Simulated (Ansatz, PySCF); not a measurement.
C5H13NSe, singlet, geometry from GFN2-xTB, atoms displaced at random by about 0.08 Å a coordinate. Base run: PBE0/STO-3G, gradient in PySCF.

Here is a job for PySCF.
```python
from pyscf import gto, scf, dft

mol = gto.Mole()
mol.atom = '''
    Se    0.255524    0.545701    0.616612
    C    -1.692887    0.474432    0.061642
    C    -2.224416   -0.946977    0.244400
    C    -1.550748    0.976979   -1.472506
    H    -2.101859    1.345404    0.489815
    H    -3.340578   -1.018598   -0.170660
    H    -1.588769   -1.529123   -0.342089
    H    -2.154703   -1.162314    1.368269
    H    -1.071418    1.928179   -1.724695
    H    -2.635884    0.892644   -1.896434
    H    -1.147159    0.264227   -2.119247
    N     0.900551   -0.743511   -0.583816
    C     1.499272   -1.993134    0.259336
    C     2.065680   -0.044992   -1.359055
    H     1.511361   -2.654310   -0.504710
    H     2.465355   -1.650408    0.723183
    H     0.529533   -2.160698    0.908537
    H     2.819971   -0.125958   -0.814781
    H     2.043604   -0.913198   -2.168602
    H     1.617296    0.673733   -1.613549
'''
mol.basis = 'sto-3g'
mol.charge = 0
mol.spin = 0
mol.verbose = 4
mol.build()

mf = dft.RKS(mol)
mf.xc = 'pbe0'
mf.kernel()
g = mf.nuc_grad_method()
grad = g.kernel()
```

Programs used: Ansatz (a first-principles code), PySCF; a row that names a program was run with it.

The coordinate followed is z of atom 8.

Variants of this job, named by their change:

```json
[
 {"change": "base", "dE/dx (Eh/bohr)": "0.037016", "net force (Eh/bohr)": "0.000096"},
 {"change": "finite difference step (bohr) = 1e-5; conv_tol = 1e-11", "dE/dx (Eh/bohr)": "0.037015", "net force (Eh/bohr)": "-"},
 {"change": "code = ansatz", "dE/dx (Eh/bohr)": "0.037017", "net force (Eh/bohr)": "0.000000"},
 {"change": "finite difference step (bohr) = 0.05; conv_tol = 1e-11", "dE/dx (Eh/bohr)": "0.036658", "net force (Eh/bohr)": "-"},
 {"change": "grids.level = 0; grid_response = on", "dE/dx (Eh/bohr)": "0.037018", "net force (Eh/bohr)": "0.000000"},
 {"change": "conv_tol = 1e-4", "dE/dx (Eh/bohr)": "0.036858", "net force (Eh/bohr)": "0.000096"},
 {"change": "grids.level = 1; grid_response = on", "dE/dx (Eh/bohr)": "0.037015", "net force (Eh/bohr)": "0.000000"},
 {"change": "density fitting = on; auxbasis_response = off", "dE/dx (Eh/bohr)": "0.036955", "net force (Eh/bohr)": "0.002480"},
 {"change": "grids.level = 5; grid_response = on", "dE/dx (Eh/bohr)": "0.037017", "net force (Eh/bohr)": "0.000000"},
 {"change": "finite difference step (bohr) = 0.2; conv_tol = 1e-11", "dE/dx (Eh/bohr)": "?", "net force (Eh/bohr)": "-"},
 {"change": "density fitting = on", "dE/dx (Eh/bohr)": "0.037005", "net force (Eh/bohr)": "0.000096"},
 {"change": "finite difference step (bohr) = 1e-3; conv_tol = 1e-11", "dE/dx (Eh/bohr)": "0.037015", "net force (Eh/bohr)": "-"}
]
```

Problem. What belongs in the gaps?

Solution. 
- finite difference step (bohr) = 0.2; conv_tol = 1e-11, dE/dx (Eh/bohr): 0.031236

The net force is zero for an exact gradient.
